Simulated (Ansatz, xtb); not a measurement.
Two isomers of F2H3SbSi

Structure X is `F[SiH2][SbH][F]`, a singlet and structure Y is `[F][Sb]([F])[SiH3]`, a singlet. Both are isolated molecules in the gas phase, relaxed with PBE0-D4/def2-SVP; the shapes shown needn't be the lowest conformers.

X (Å):

```xyz
7

F     1.2980   -2.6593   -1.2180
F    -1.7909   -1.9786    2.1310
Sb    0.1659   -2.0465    2.0345
Si   -0.1523   -2.6319   -0.4704
H    -1.0182   -1.6231   -1.1421
H    -0.7634   -3.9875   -0.5816
H     0.3551   -0.3831    1.6231
```

Y (Å):

```xyz
7

F    -0.1814   -0.4913    2.0743
F     1.7070   -0.8593   -0.0817
Sb   -0.1816   -0.4681    0.1338
Si   -0.7418   -3.0144    0.0777
H     0.1939   -3.6983    1.0144
H    -0.5655   -3.5350   -1.3123
H    -2.1585   -3.2246    0.5055
```

Quicker runs give these differences E(Y) − E(X): GFN2-xTB +0.183 eV; HF/STO-3G +0.592 eV (at GFN2-xTB geometries); r2SCAN-D4/def2-SVP +0.562 eV (at GFN2-xTB geometries).

Q: Estimate E(Y) − E(X) at the level CCSD(T)/def2-SVP + ΔMP2/def2-TZVPP.

A: Calculated at CCSD(T)/def2-SVP + ΔMP2/def2-TZVPP: E(Y) − E(X) = +0.733 eV, so structure X lies lower.

How the difference moves with the method:

```csv
level,geometry,E(Y) − E(X) (eV),departure from the last row (eV),"job, with rough time for the two"
GFN2-xTB,GFN2-xTB,+0.183,−0.551,"optimisation, 0.28 s"
HF/STO-3G,GFN2-xTB,+0.592,−0.142,"single point, 0.46 s"
r2SCAN-D4/def2-SVP,GFN2-xTB,+0.562,−0.172,"single point, 1.6 s"
PBE0-D4/def2-SVP,PBE0-D4/def2-SVP,+0.649,−0.084,"optimisation, 20 s"
HF/def2-SVP,PBE0-D4/def2-SVP,+0.806,+0.073,part of the CCSD(T) run
MP2/def2-SVP,PBE0-D4/def2-SVP,+0.674,−0.059,part of the CCSD(T) run
CCSD(T)/def2-SVP,PBE0-D4/def2-SVP,+0.669,−0.064,single point
CCSD(T)/def2-SVP + ΔMP2/def2-TZVPP,PBE0-D4/def2-SVP,+0.733,,"single point, 11 s"
```

As drawn, Y has 1 F–Sb, 1 Si–H in place of 1 F–Si, 1 Sb–H.

The levels shown agree on the order. The largest departure from CCSD(T)/def2-SVP + ΔMP2/def2-TZVPP is that of GFN2-xTB, 0.551 eV. The last row adds to CCSD(T) the change of the MP2 difference between the two basis sets, here +0.064 eV.

With harmonic frequencies from PBE0-D4/def2-SVP (ideal gas, rigid rotor, one conformer each, 298.15 K, 1 atm): on the last row, ΔE + ΔZPE = +0.714 eV. A mode under 50 cm⁻¹ makes harmonic enthalpies and free energies unreliable, so none is given.

The correlated steps freeze 11 core orbitals; the filled d shell of Sb is correlated, in a basis made for valence electrons. Atoms past krypton carry core potentials in the def2 sets, other sets are all-electron and non-relativistic, and no spin–orbit term is included. Run with Ansatz 0.2.0, xtb 6.7.1; the last row on 2 threads of Intel(R) Xeon(R) 6975P-C (Granite Rapids) on a shared host.
